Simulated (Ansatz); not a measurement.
Basis sets compared for SnFH3 (SnH₃F). Total charge 0; singlet. Geometry B3LYP-D4/def2-TZVP. Ansatz on 4 threads of Arm Neoverse V2 on a shared host; times are rough, and most runs start from earlier orbitals.

Cartesian coordinates in Å:
```
Sn 0.058 -0.084 0.080
F -0.807 1.174 -1.118
H 0.210 0.760 1.554
H 1.549 -0.437 -0.669
H -1.009 -1.413 0.153
```

In the def2 sets Sn takes a core potential; there is no spin–orbit coupling.

Binding counts from free atoms (Sn triplet, F doublet, H doublet) in the same basis, without a counterpoise term.

| level | functions | energy (Eh) | HOMO (eV) | LUMO (eV) | binding per atom (eV) | wall time |
| --- | --- | --- | --- | --- | --- | --- |
| PBE-D4/def2-SVP | 55 | -315.7455 | -7.53 | -1.34 | 2.54 | 0.25 s |
| PBE0-D4/def2-SVP | 55 | -315.7594 | -9.19 | -0.52 | 2.48 | 0.4 s |

Estimate the rows for PBE-D4/def2-TZVP, PBE0-D4/def2-TZVP.


```
            level  functions  energy (Eh)  HOMO (eV)  LUMO (eV)  binding per atom (eV)  wall time
 PBE-D4/def2-TZVP         99    -315.8908      -7.87      -1.65                   2.58      0.4 s
PBE0-D4/def2-TZVP         99    -315.9020      -9.38      -0.86                   2.53      1.1 s
```
